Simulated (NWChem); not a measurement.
**Lowest excitation of BCl$_{2}$F**

SMILES: ClB(Cl)F
```xyz
4

B      0.0000     0.0000     0.3575
F      0.0000     0.0000     1.6714
Cl     1.5302     0.0000    -0.4950
Cl    -1.5302     0.0000    -0.4950
```
Charge 0, spin multiplicity 1.

Program: NWChem. Structure: optimised with B3LYP/def2-SVP, a minimum by its harmonic frequencies.

Basis set: 6-31+G*.

The correlated methods keep 12 core orbitals frozen. B3LYP has NWChem's definition, with VWN1-RPA local correlation. The Pople sets run with spherical d functions. The structure started from a generated list of species. Coupled-cluster values serve here as a point of comparison, not as the truth.

Problem. One of these methods gave a lowest vertical singlet excitation energy of 6.01 eV. Which?
A) EOM-CCSD
B) TD-PBE
C) CIS
D) TD-B3LYP

Solution. B, TD-PBE. The others give 7.34 (EOM-CCSD), 6.52 (TD-B3LYP), 8.67 (CIS).
